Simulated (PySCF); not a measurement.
Shieldings and the share of exact exchange

Molecule: SMILES C(C)(C)=N[SiH3], C$_{3}$H$_{9}$NSi.

Mapped SMILES: `[CH3:1][C:2]([CH3:3])=[N:4][SiH3:5]` (H(Xn): hydrogen on atom n).

GIAO shieldings (ppm, equivalent atoms averaged) in PySCF 2.14 on the PBE0-D3(BJ)/def2-SVP geometry, basis pcSseg-1, gas phase, non-relativistic:

```csv
functional,exact exchange (%),σ(C1),σ(Si5)
BLYP,0,151.1,403.1
BP86,0,154.4,408.6
PBE,0,155.2,410.2
PBE0,25,159.0,421.8
mPW1PW91,25,158.0,419.9
BHandHLYP,50,159.1,427.9
HF,100,166.6,457.3
```

(1) Fit each shielding as a line in the percentage of exact exchange.

(2) What does the line predict for B3LYP (20 %), and what does the run give?

## Answers

(1) σ(C1) = 154.0 + 0.13 x (rms 1.5 ppm); σ(Si5) = 407.3 + 0.49 x (rms 2.6 ppm). The functionals also differ in their semilocal parts, which the line can't hold; Hartree–Fock has no correlation at all.

(2) σ(C1): 156.6 predicted, 154.4 computed; σ(Si5): 417.1 predicted, 412.5 computed ppm.
